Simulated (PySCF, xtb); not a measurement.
C₄H₇Br, SMILES CC1(Br)CC1.

GFN2-xTB (xtb) at its own geometry gives an orbital gap of 4.93 eV and a dipole moment of 3.77 D.

Coordinates come from a r2SCAN-D4/def2-SVP optimisation.

### Question
What does PBE/def2-TZVP in PySCF give? (An estimate is asked for; the answer gives what the named calculation found.)

### Answer
gap 5.10 eV (levels -6.20 and -1.10 eV), dipole 2.04 D.
